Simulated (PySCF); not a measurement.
# Computed structure and properties of [BiF]2+

System: [BiF]2+ (singlet); start: template (C∞v). Method: PySCF 2.14.0, RKS PBE0, Bi def2-SVP with ECP60, F def2-SVP; non-relativistic Hamiltonian with scalar-relativistic core potentials where named; density fitting; no spin-orbit coupling.

Input of the relaxation:

```python
mol = gto.M(atom='''
Bi    -0.00000    -0.00000    -0.16340
F      0.00000     0.00000     1.79740''',
    basis={'Bi': 'def2-SVP', 'F': 'def2-SVP'},
    ecp={'Bi': 'def2-SVP'},
    charge=2, spin=0)
mf = dft.RKS(mol, xc='PBE0')
mf.grids.atom_grid = (50, 194)
mf = mf.density_fit()  # fitting sets: Bi def2-universal-JKFIT, F def2-universal-JKFIT
mf.conv_tol = 1e-08; mf.max_cycle = 55
mf.kernel(dm0)  # dm0: converged density of the start geometry
# quasi-Newton relaxation in Cartesian coordinates to a largest gradient under 0.00045 Eh/bohr, steps kept in the point group
```

Run from Python with OMP_NUM_THREADS=2; the lines above give its settings. Where DIIS fails, smearing, a level shift and second-order steps follow.
It took 1.9 s on 2 threads of AMD EPYC 7R43 64-Core Processor (Zen 3), with other jobs on the host, from the converged density of the start.

Course of the relaxation:

```csv
step,energy above end (eV),largest force component within the symmetry (eV/Å)
0,0.0087,0.732
1,0.0027,0.433
2,0.0000,0.023
3,0.0000,0.001
```

Relaxed geometry (C∞v):

```xyz
2

Bi    0.0000    0.0000   -0.1518
F     0.0000    0.0000    1.7858
```

```tsv
contact	Å
Bi1–F2 (F)	1.938
```

On the finer grid (75, 302):

```json
{
  "HOMO": "-25.01 eV",
  "LUMO": "-18.15 eV",
  "Dipole about the centre of mass": "3.09 D",
  "Set of Mulliken populations of Bi1 outside the core potential": "s 3.97, p 6.74, d 10.08",
  "D3(BJ) dispersion energy (not in the energies)": "-0.014 eV"
}
```

```csv
atom,Mulliken (e),Löwdin (e),spin (e)
Bi1,2.21,2.11,0.00
F2,-0.21,-0.11,0.00
```

On the grid (50, 194), as all that follows. Harmonic modes: a minimum; lowest 722 cm⁻¹ (negative: unstable), highest 722 cm⁻¹, zero-point energy 0.045 eV.

Taking off one F (charge -1, singlet; the rest: singlet) in vacuum, both parts rigid, costs 26.35 eV; the small basis without counterpoise inflates it. Most of it is the attraction of opposite charges; other ways to part are cheaper, and one spin state was tried for the rest.

Rigid scan of F along the line from its metal:

| distance to F2 (Å) | energy (eV) |
| --- | --- |
| 1.64 | 2.509 |
| 1.74 | 0.932 |
| 1.84 | 0.196 |
| 1.94 | 0.000 |
| 2.04 | 0.144 |
| 2.14 | 0.493 |
| 2.34 | 1.475 |

One start shape was tried, so this needn't be the lowest isomer.
